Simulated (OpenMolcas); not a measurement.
**N II: Slater's ratio, the spin-orbit constant, worked from levels**

```
Program             : OpenMolcas 26.06
Basis               : ANO-RCC [8s7p4d3f2g]
Scalar Hamiltonian  : DKH2, point nucleus
Active space        : 4 electrons in 8 orbitals (2s 2p 3s 3p)
State averaging     : 2S+1 = 3 even, 3 roots; 2S+1 = 1 even, 6 roots; 2S+1 = 5 odd, 1 root; 2S+1 = 3 odd, 9 roots; 2S+1 = 1 odd, 8 roots
Spin-orbit coupling : state interaction with AMFI integrals over the reference wave functions, term energies averaged over their components
```

Methods: CASSCF; SS-CASPT2, IPEA 0.25 Eh, imaginary shift 0.1 Eh (closed shells correlated: 1s). Measured levels: NIST Handbook of Basic Atomic Spectroscopic Data.

**Slater's ratio.** With one set of orbitals, p2 has ¹D - ³P = 6 F2 and ¹S - ¹D = 9 F2 (F2 = F²/25), a ratio of 3/2. Term energies are centres of gravity, weighted by 2J + 1.

```csv
Source,¹D - ³P,¹S - ³P,F2 from the first,Ratio
CASSCF,17470,29161,2912,0.669
SS-CASPT2,15272,31869,2545,1.087
measured,15227,32600,2538,1.141
```

Energies in cm-1. A ratio away from 3/2 shows effects beyond one configuration with one set of orbitals, and in heavier atoms second-order spin-orbit shifts. In CASSCF the valence s occupation is 1.87 in ¹S against 1.96 in ¹D: mixing out of s² acts most on ¹S and pulls it down.

**The spin-orbit constant.** For the Hund term ³P of p2, E(J) = (A/2) J(J+1) + constant and ζ = 2S·A = 2A. From J = 0 to J = 2 the energy changes by 3 A.

| Source | E(2) - E(0) | A | ζ |
| --- | --- | --- | --- |
| CASSCF | 135.6 | 45.2 | 90 |
| SS-CASPT2 | 135.5 | 45.2 | 90 |
| measured | 130.8 | 43.6 | 87 |

All in cm-1. SS-CASPT2 is off by +3.6 % and CASSCF by +3.7 %. Both methods take the spin-orbit matrix elements from the reference wave functions, so the second can move ζ only through the term energies and any multistate remixing. Second-order mixing with other terms is absorbed into this ζ.

Term energies are means over components that CASPT2 splits; among the terms shown or strongly mixed into the levels shown the widest spread is 41 cm-1 (2s² 2p² ¹D, SS-CASPT2). The run also gave levels led by 2s² 2p 3s, which use shells meant for correlation; these and all levels above them are left out. Without dynamic correlation excited terms often stand tens of per cent too high (terms of higher spin than the ground term too low), and those without a measured partner can miss by more than the paired ones (holds for CASSCF). Measured partners are found by configuration, term and J. A level has none where our copy of the source lacks it or the pairing is in doubt (some pairs that miss far off the trend of their configuration count as doubtful), and it then counts in no deviation. Only configurations of the active space appear.
